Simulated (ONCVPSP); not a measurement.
O (Z = 8), ONCV: configuration errors across variants

| Property | Result |
| --- | --- |
| Element | O (Z = 8) |
| Generator | ONCVPSP 4.0.1 |
| Type | optimised norm-conserving Vanderbilt (ONCV) |
| Functional | PBE |
| Relativity | scalar-relativistic |
| Frozen core | [He] |
| Valence charge | 6 |
| Reference configuration | 2s2 2p4 |
| Partial waves | 2s: rc 0.60 bohr, ncon 4, nbas 7, qcut 9.4 1/bohr, 3 projectors, debl 0.7 Ha; 2p: rc 1.30 bohr, ncon 4, nbas 7, qcut 11.6 1/bohr, 2 projectors, debl 1.1 Ha; d scattering state at 0.06 Ha: rc 1.40 bohr, ncon 5, nbas 8, qcut 5.8 1/bohr, 2 projectors, debl 2.7 Ha |
| Local potential | polynomial inside 0.40 bohr (lpopt 1, dvloc0 0 Ha) |
| Core correction | none |

In the s channel the program set the typed energies aside and used -0.881, 0.250, 0.950 Ha.

All-electron excitation energies from the reference (eV): (1) 2s2 2p3 16.431; (2) 2s2 2p2 50.017; (3) 2s2 2p1 103.885; (4) 2s1 2p5 14.950.

A true bound ghost makes a file unfit for plane-wave use even where its test errors are small: the radial tests pick states by their node count and pass the ghost by.

Errors AE − PS in meV (a dash: test not solved or not reliable):

| change | (1) | (2) | (3) | (4) | bound ghosts | GHOST(+) flags above zero |
| --- | --- | --- | --- | --- | --- | --- |
| base | +8.2 | +80 | +356 | +8.8 | s | s, d |
| s: qcut 5.6 | +8.8 | +85 | +378 | +11 | s | s, d |
| s: qcut 6.9 | +8.3 | +81 | +356 | +10.0 | s | s, d |
| s: qcut 8.9 | +8.2 | +80 | +356 | +8.9 | s | s, d |
| s: qcut 10.6 | +8.2 | +80 | +356 | +9.0 | s | s, d |
| s: qcut 11.6 | +8.3 | +80 | +356 | +9.4 | s | s, d |
| s: qcut 12.5 | +8.4 | +81 | +359 | +10 | s | s, d |
| s: qcut 14 | +8.5 | +82 | +365 | +14 | s | s, d |

Q: Give the same row for: s: qcut 7.9.

A: +8.3, +80, +356, +9.3; bound ghosts: s; GHOST(+) flags above zero: s, d.
